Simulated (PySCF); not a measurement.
**Correlation energy of Be (beryllium, neutral)**

[He] 2s1 2p1, high-spin 3P determinant (an excited configuration). All numbers are calculated (PySCF 2.14, scalar relativity by spin-free X2C-1e, in dyall-av3z (15s9p4d2f, 76 functions)). Frozen: 1s2; 2 electrons correlated; the 10 highest virtual orbitals of each spin left out.

With two correlated electrons CCSD is exact within the correlated space (frozen core and kept virtual orbitals).

| level | correlation energy (mhartree) |
| --- | --- |
| CCSD | -4.92 |

Diagnostics: T1 = 0.0045, D1 = 0.0071, largest double amplitude 0.026.

Cost of the coupled-cluster step: of the order of 4 core-seconds, for 2 correlated electrons.
